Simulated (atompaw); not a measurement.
**An all-electron radial function and its pseudo partner (molybdenum)**

Columns: radius, all-electron u(r) and pseudo u(r) of the 5s shell (level -4.09 eV) of molybdenum in the configuration [Kr] 4d5 5s1 5p0; PBE, scalar-relativistic, PAW (atompaw) scheme, atompaw 4.2.0.5.

```json
{"r (bohr)": "0.115", "all-electron": "-0.1033", "pseudo": "0.0101"}
{"r (bohr)": "0.231", "all-electron": "0.0982", "pseudo": "0.0209"}
{"r (bohr)": "0.346", "all-electron": "0.1589", "pseudo": "0.0329"}
{"r (bohr)": "0.462", "all-electron": "0.0482", "pseudo": "0.0469"}
{"r (bohr)": "0.577", "all-electron": "-0.0997", "pseudo": "0.0630"}
{"r (bohr)": "0.692", "all-electron": "-0.2101", "pseudo": "0.0818"}
{"r (bohr)": "0.808", "all-electron": "-0.2616", "pseudo": "0.1037"}
{"r (bohr)": "0.923", "all-electron": "-0.2581", "pseudo": "0.1284"}
{"r (bohr)": "1.038", "all-electron": "-0.2136", "pseudo": "0.1561"}
{"r (bohr)": "1.154", "all-electron": "-0.1421", "pseudo": "0.1868"}
{"r (bohr)": "1.269", "all-electron": "-0.0574", "pseudo": "0.2198"}
{"r (bohr)": "1.385", "all-electron": "0.0326", "pseudo": "0.2551"}
{"r (bohr)": "1.500", "all-electron": "0.1201", "pseudo": "0.2915"}
{"r (bohr)": "1.615", "all-electron": "0.2020", "pseudo": "0.3285"}
{"r (bohr)": "1.731", "all-electron": "0.2768", "pseudo": "0.3659"}
{"r (bohr)": "1.846", "all-electron": "0.3421", "pseudo": "0.4021"}
{"r (bohr)": "1.962", "all-electron": "0.3988", "pseudo": "0.4369"}
{"r (bohr)": "2.077", "all-electron": "0.4463", "pseudo": "0.4690"}
{"r (bohr)": "2.192", "all-electron": "0.4854", "pseudo": "0.4979"}
{"r (bohr)": "2.308", "all-electron": "0.5173", "pseudo": "0.5234"}
{"r (bohr)": "2.423", "all-electron": "0.5419", "pseudo": "0.5446"}
{"r (bohr)": "2.538", "all-electron": "0.5604", "pseudo": "0.5613"}
{"r (bohr)": "2.654", "all-electron": "0.5734", "pseudo": "0.5737"}
{"r (bohr)": "2.769", "all-electron": "0.5815", "pseudo": "0.5816"}
{"r (bohr)": "2.885", "all-electron": "0.5854", "pseudo": "0.5854"}
{"r (bohr)": "3.000", "all-electron": "0.5856", "pseudo": "0.5856"}
```

How many radial nodes do the two functions have?

The all-electron 5s function has n − l − 1 = 4 (the table is too coarse to show those close to the nucleus); the pseudo-wave has 0, since the states of the same l below it are removed with the core.

Is the pseudo-wave norm-conserving?

No, it belongs to a PAW set: the norm inside the radius is not constrained, and the difference is carried by the augmentation charge.
